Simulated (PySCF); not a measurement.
## Steps of a relaxation of BiCl3(H2O)

BiCl3(H2O) (singlet). PySCF 2.14.0, RKS PBE0, Bi def2-SVP with ECP60, Cl def2-SVP, O def2-SVP, H def2-SVP; non-relativistic Hamiltonian with scalar-relativistic core potentials where named; density fitting; no spin-orbit coupling. Origin of the start: template. Columns: position (Å) and force (eV/Å). Energies are counted from the last step; some of the 40 steps are shown. Forces carry noise of the integration grid, about 0.01 to 0.03 eV/Å.

Run from Python with OMP_NUM_THREADS=2. Where DIIS fails, smearing, a level shift and second-order steps follow.
It took 2.5 min on 2 threads of Arm Neoverse V1, with other jobs on the host, from the converged density of the start.

```xyz
7
step 0  E = 1.057 eV
Bi   -0.0764    0.0764   -0.0764     0.79   -0.84    0.84
Cl    1.3518    1.5046    1.3518     0.54    0.38    0.55
Cl   -1.5046   -1.3518    1.3518    -0.34   -0.55    0.55
Cl    1.3518   -1.3518   -1.5046     0.54   -0.55   -0.38
O    -1.4042    1.4042   -1.4042    -1.56    1.58   -1.58
H    -1.7449    2.2894   -1.2005     0.02    0.03    0.04
H    -1.7449    1.2005   -2.2894     0.02   -0.04   -0.03
```

```xyz
7
step 13  E = 0.302 eV
Bi   -0.1870   -0.1351    0.1351     0.04    0.06   -0.06
Cl    1.4264    1.1961    1.4731    -0.09   -0.07   -0.05
Cl   -0.8702   -1.8210    1.8210     0.05    0.02   -0.02
Cl    1.4264   -1.4731   -1.1961    -0.09    0.05    0.07
O    -1.7592    1.7313   -1.7313     0.07   -0.08    0.08
H    -1.9038    2.6746   -1.5986     0.01    0.02    0.00
H    -1.9038    1.5986   -2.6746     0.01    0.00   -0.02
```

```xyz
7
step 26  E = 0.104 eV
Bi   -0.8726   -0.2961    0.2961    -0.03    0.20   -0.20
Cl    0.4702    1.6291    1.1059     0.00   -0.04   -0.03
Cl   -0.0661   -1.9441    1.9441     0.07   -0.15    0.15
Cl    0.4702   -1.1059   -1.6291     0.00    0.03    0.04
O    -1.3852    1.5716   -1.5716    -0.22    0.21   -0.21
H    -1.1938    2.5081   -1.4087     0.08   -0.30   -0.05
H    -1.1938    1.4087   -2.5081     0.08    0.05    0.30
```

**Question.** Where does the relaxation end?

**Answer.** It converges at step 39 in Cs:
```xyz
7
step 39  E = 0
Bi   -0.9921   -0.2665    0.2665
Cl    0.3447    1.7193    0.9451
Cl   -0.0032   -1.8753    1.8753
Cl    0.3447   -0.9451   -1.7193
O    -1.5216    1.6038   -1.6038
H    -0.9718    2.3076   -1.2274
H    -0.9718    1.2274   -2.3076
```

**Question.** How did the contacts change?

**Answer.** 
```csv
contact,start (Å),end (Å)
Bi1–Cl2 (Cl),2.474,2.488
Bi1–Cl3 (Cl),2.474,2.481
Bi1–Cl4 (Cl),2.474,2.488
Bi1–O5 (H2O),2.300,2.697
```
